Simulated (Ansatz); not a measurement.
Consider the ligand exchange at a B–O bond: `COB(O)Br` + `O[SiH3]` → `OB(Br)O[SiH3]` + CH₃OH.

Isolated molecules relaxed with PBE0-D4/def2-TZVP in Ansatz; ΔE leaves out vibrations. CCSD(T)/CBS is the MP2 limit (def2-TZVPP, def2-QZVPP) plus CCSD(T) − MP2 in def2-TZVPP, frozen cores. This one scheme is used for every species. Functionals use def2-TZVPP. B3LYP here is the variant with VWN-RPA as its local correlation; programs differ in this. For Br outer-core shells are correlated without core-valence functions, which leaves a few kJ/mol of doubt a bond. Scalar relativity is left out up to krypton. Each species was taken in one conformer, which may not be the lowest.

(1) Is it downhill or uphill in electronic energy at CCSD(T)/CBS, and by how much? (Best estimate.)

(2) What do these levels give: B3LYP-D4, BHLYP-D4, ωB97X-V, BLYP, PBE0, HF/def2-SVP, CCSD/def2-SVP, CCSD(T)/def2-SVP, HF/def2-TZVPP, MP2/def2-TZVPP, MP2/def2-QZVPP, HF/CBS(def2)? (An estimate is asked.)

(3) What do rigid-rotor, harmonic-oscillator terms from PBE0-D4/def2-TZVP frequencies (298.15 K, 1 bar) make of the CCSD(T)/CBS value? (Best estimate.)

Largest T1 diagnostic among the species: 0.011.

## Answers

(1) Computed: Nearly level: ΔE = -0.01 eV.

(2) The calculation gave: B3LYP-D4 -0.02, BHLYP-D4 -0.04, ωB97X-V -0.01, BLYP 0.01, PBE0 0.00, HF/def2-SVP -0.08, CCSD/def2-SVP -0.03, CCSD(T)/def2-SVP -0.02, HF/def2-TZVPP -0.05, MP2/def2-TZVPP 0.01, MP2/def2-QZVPP 0.00, HF/CBS(def2) -0.06 eV.

(3) Ansatz gave: ΔZPE = +0.01 eV, ΔH = 0.00 eV, ΔS = -1 J/(mol·K), ΔG = 0.00 eV.

Leaving LDA and LC-ωPBE aside and taking each functional with its dispersion term where it has one, the values, not all of them listed here, spread over 0.05 eV, from BHLYP-D4 to PBE-D4. In def2-TZVPP, CCSD(T) changes the Hartree–Fock value by +0.04 eV (the triples alone add +0.01 eV) and MP2 by +0.06 eV.
